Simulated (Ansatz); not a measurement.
**Question.** Name a neutral molecule of C, F, N, Si and H with LUMO energy (B3LYP/def2-TZVPP) between 0.65 and 0.95 eV and HOMO energy (B3LYP/def2-TZVPP) between -7.40 and -7.10 eV (Ansatz, PBE0-D4/def2-TZVP geometry).

**Answer.** `F[Si]1(F)CCN1` (0.73 eV, -7.18 eV). Other molecules can fit too; these were computed, each in one conformer that needn't be the lowest.

B3LYP here is the variant with VWN-RPA as its local correlation; programs differ in this.
